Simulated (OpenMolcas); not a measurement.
## Nb3+: ligand-field states by method

Nb3+ with 6 ligands (chloride) in octahedral coordination (Oh) at 2.48 Å. A charge of +0.5 e stands 2.4 Å behind each ligand. Ligand basis ANO-RCC-VDZP.
```
Nb    0.0000    0.0000    0.0000
Cl    2.4800    0.0000    0.0000
Cl    0.0000    2.4800    0.0000
Cl   -2.4800    0.0000    0.0000
Cl    0.0000   -2.4800    0.0000
Cl    0.0000    0.0000    2.4800
Cl    0.0000    0.0000   -2.4800
```

```
Program             : OpenMolcas 26.06
Basis               : ANO-RCC-VDZP [6s5p3d1f]
Scalar Hamiltonian  : DKH2, point nucleus
Active space        : 2 electrons in 5 orbitals (4d)
State averaging     : 2S+1 = 3 even, 10 roots; 2S+1 = 1 even, 15 roots
Spin-orbit coupling : RASSI with atomic mean-field integrals over the reference wave functions
```

I. CASSCF
II. SS-CASPT2, IPEA 0.25 Eh, imaginary shift 0.1 Eh (closed shells correlated: 4s 4p and the ligand valence shells)
III. SS-CASPT2, IPEA 0 Eh, imaginary shift 0.1 Eh (closed shells correlated: 4s 4p and the ligand valence shells)

Spin-free states (labels of O, the rotations of Oh) in cm-1, each column counted from its own energy of the first state listed:

```json
{"State": "3T1", "Degeneracy": "3", "I": "0", "II": "0", "III": "0"}
{"State": "1T2", "Degeneracy": "3", "I": "9242", "II": "6730", "III": "7020"}
{"State": "1E", "Degeneracy": "2", "I": "9365", "II": "7110", "III": "7230"}
{"State": "3T2", "Degeneracy": "3", "I": "16149", "II": "17020", "III": "16950"}
{"State": "1A1", "Degeneracy": "1", "I": "20330", "II": "15810", "III": "15180"}
{"State": "3T1", "Degeneracy": "3", "I": "24033", "II": "22830", "III": "22360"}
{"State": "1T2", "Degeneracy": "3", "I": "25783", "II": "24080", "III": "23900"}
{"State": "1T1", "Degeneracy": "3", "I": "27938", "II": "25930", "III": "26000"}
{"State": "3A2", "Degeneracy": "1", "I": "33655", "II": "35360", "III": "34830"}
{"State": "1E", "Degeneracy": "2", "I": "42985", "II": "41720", "III": "41340"}
{"State": "1A1", "Degeneracy": "1", "I": "54104", "II": "49700", "III": "49010"}
```

From I to II, I's first state of the same spin (3T2) moves from 16149 to 17020 cm-1, by about +870 cm-1.

From I to II, I's first state of another spin (1T2) moves from 9242 to 6730 cm-1, by about -2500 cm-1.

I: A least-squares ligand-field fit to the states below 45000 cm-1, each weighted by its degeneracy and with a free common offset, gives 10Dq = 17057 cm-1, B = 608 cm-1 and C = 2451 cm-1 (C/B = 4.03), with an rms deviation of 253 cm-1. The same method and metal basis give the free ion B = 760 cm-1 (fit to its terms below 60000 cm-1, rms deviation 30 cm-1), so the nephelauxetic ratio is β = 608 / 760 = 0.80; it hangs on how both fits weigh the states, and computed free-ion B values tend to be too large, so β mixes covalency with correlation.

II: A least-squares ligand-field fit to the states below 45000 cm-1, each weighted by its degeneracy and with a free common offset, gives 10Dq = 17714 cm-1, B = 460 cm-1 and C = 1807 cm-1 (C/B = 3.93), with an rms deviation of 262 cm-1. The same method and metal basis give the free ion B = 703 cm-1 (fit to its terms below 60000 cm-1, rms deviation 565 cm-1), so the nephelauxetic ratio is β = 460 / 703 = 0.65; it hangs on how both fits weigh the states, and computed free-ion B values tend to be too large, so β mixes covalency with correlation.

III: A least-squares ligand-field fit to the states below 45000 cm-1, each weighted by its degeneracy and with a free common offset, gives 10Dq = 17487 cm-1, B = 437 cm-1 and C = 1878 cm-1 (C/B = 4.30), with an rms deviation of 240 cm-1. 

From I to II, 10Dq changes by +4 %, B by -24 % and C by -26 %.

χT at 300 K: I 0.46, II 0.46, III 0.46 cm3 K/mol.

Roots that are degenerate in the reference are averaged as groups; the widest CASPT2 spread within a group is 200 cm-1 (the 3-fold group of multiplicity 3 near 0 cm-1 above the lowest state of its run, II). Shifts and gaps below about the spread of the groups concerned are not significant. Over all roots computed the reference weight is 0.66 to 0.67 in II, 0.65 to 0.67 in III; a low but even weight reflects the number of correlated electrons. An orbital triplet at a regular site is open to Jahn-Teller coupling, which can distort the site and quench the lowest spin-orbit gaps and is left out. The least metal-like active orbital is 77 % on the metal (Löwdin) and no ligand orbital is active, so the numbers are rough. Ligand-to-metal charge-transfer states are missing. With no ligand orbital active B as a rule stays too high, so bands that hang on it stand too high and its fall with covalency is understated. Without dynamic correlation the repulsion within the d shell is too large (B by tens of per cent), so at a given field states of lower spin stand too high (holds for I). With metal d orbitals alone the field can be off either way by tens of per cent (holds for I). With one d shell and no ligand orbital active, 10Dq can be off by a tenth or more (holds for II; III). No measured value stands beside these numbers; the geometry is a model, was not optimised and need not be the one that this ion takes.
